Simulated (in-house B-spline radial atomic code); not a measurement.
Orbital energies and mean radii along the 15-electron series, configuration 1s2 2s2 2p6 3s2 3p1/2(2) 3p3/2(1). The effective charge is n√(-2ε), a non-relativistic measure. Computed with a B-spline radial code for spherical atoms: Dirac-Hartree-Fock, jj configuration that fills j = l - 1/2 first, finite nuclei.

```csv
ion,Z,energy of 2p1/2 (Eh),mean radius of 2p1/2 (bohr),energy of 3p3/2 (Eh),mean radius of 3p3/2 (bohr),energy of 3s1/2 (Eh),mean radius of 3s1/2 (bohr),energy of 1s1/2 (Eh),mean radius of 1s1/2 (bohr),effective charge of 2p1/2
Sc6+,21,-19.788,0.30262,-4.9347,1.0277,-5.8232,0.99087,-170.98,0.07296,12.582
Ti7+,22,-23.099,0.28493,-6.1061,0.94527,-7.0894,0.91936,-189.72,0.069517,13.594
V8+,23,-26.67,0.26915,-7.3912,0.8756,-8.4711,0.85773,-209.5,0.066375,14.607
Cr9+,24,-30.502,0.25499,-8.7896,0.81583,-9.9683,0.804,-230.32,0.063498,15.621
Mn10+,25,-34.595,0.24221,-10.301,0.76392,-11.581,0.75671,-252.18,0.060852,16.636
Fe11+,26,-38.951,0.23062,-11.925,0.71838,-13.309,0.71472,-275.09,0.058411,17.652
Co12+,27,-43.569,0.22005,-13.662,0.67807,-15.153,0.67718,-299.05,0.056151,18.67
Ni13+,28,-48.451,0.21038,-15.512,0.64213,-17.113,0.6434,-324.06,0.054054,19.688
Cu14+,29,?,?,?,?,?,?,?,?,?
Zn15+,30,-59.011,0.19329,-19.549,0.58073,-21.381,0.58501,-377.27,0.050279,21.728
Ga16+,31,-64.69,0.18571,-21.737,0.55427,-23.691,0.55959,-405.47,0.048574,22.749
Ge17+,32,-70.639,0.17867,-24.037,0.53015,-26.118,0.53626,-434.75,0.046975,23.772
As18+,33,-76.857,0.17212,-26.45,0.50804,-28.662,0.51477,-465.11,0.045473,24.796
Se19+,34,?,?,?,?,?,?,?,?,?
Br20+,35,-90.109,0.16029,-31.614,0.46896,-34.107,0.47648,-529.07,0.042725,26.849
Kr21+,36,?,?,?,?,?,?,?,?,?
Rb22+,37,-104.46,0.14989,-37.231,0.43547,-40.028,0.44337,-597.43,0.040271,28.908
Sr23+,38,-112.05,0.14515,-40.209,0.42045,-43.17,0.42844,-633.26,0.03914,29.94
Zr25+,40,-128.08,0.13645,-46.505,0.39331,-49.816,0.40129,-708.28,0.037046,32.009
Nb26+,41,-136.51,0.13244,-49.823,0.38101,-53.322,0.38892,-747.48,0.036074,33.047
```

Fill in the row of Cu14+.

energy of 2p1/2 (Eh): -53.598; mean radius of 2p1/2 (bohr): 0.20149; energy of 3p3/2 (Eh): -17.474; mean radius of 3p3/2 (bohr): 0.60986; energy of 3s1/2 (Eh): -19.189; mean radius of 3s1/2 (bohr): 0.61282; energy of 1s1/2 (Eh): -350.13; mean radius of 1s1/2 (bohr): 0.052101; effective charge of 2p1/2: 20.707.

Fill in the row of Se19+.

energy of 2p1/2 (Eh): -83.347; mean radius of 2p1/2 (bohr): 0.16601; energy of 3p3/2 (Eh): -28.976; mean radius of 3p3/2 (bohr): 0.48772; energy of 3s1/2 (Eh): -31.325; mean radius of 3s1/2 (bohr): 0.49491; energy of 1s1/2 (Eh): -496.55; mean radius of 1s1/2 (bohr): 0.044059; effective charge of 2p1/2: 25.822.

Fill in the row of Kr21+.

energy of 2p1/2 (Eh): -97.146; mean radius of 2p1/2 (bohr): 0.15493; energy of 3p3/2 (Eh): -34.366; mean radius of 3p3/2 (bohr): 0.4516; energy of 3s1/2 (Eh): -37.008; mean radius of 3s1/2 (bohr): 0.45935; energy of 1s1/2 (Eh): -562.7; mean radius of 1s1/2 (bohr): 0.041464; effective charge of 2p1/2: 27.878.

How does the screening of 2p1/2 change?

Z less the effective charge goes from 8.42 at Z = 21 to 7.95 at Z = 41.
